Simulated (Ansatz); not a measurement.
Basis-set extrapolation for C₃H₈BClO (`CCOB(C)Cl`) (PBE0-D4/def2-TZVP geometry, frozen core, Ansatz). Multiplicity 1, RHF reference.

```tsv
	def2-TZVPP	def2-QZVPP
HF	-677.516422	-677.539352
MP2 correlation	-1.048319	-1.126299
CCSD(T) correlation	-1.149607	not run
```

Energies in hartree. Use E(X) = E(∞) + A·exp(−7.88·√X) for Hartree–Fock and E(X) = E(∞) + B·X^(−2.97) for correlation, with X = 3 and 4, and add CCSD(T) minus MP2 of the smaller set to the MP2 limit.

Problem. What is the CCSD(T) energy at the basis-set limit?

Solution. HF limit: -677.539352 + (-0.022930) × 0.13774 = -677.54251. MP2 limit: -1.126299 + (-0.077980) × 0.74074 = -1.18406. Higher-order term: -1.149607 − (-1.048319) = -0.10129. Total: -678.82786 hartree, 424.9 kJ/mol below CCSD(T)/def2-TZVPP.
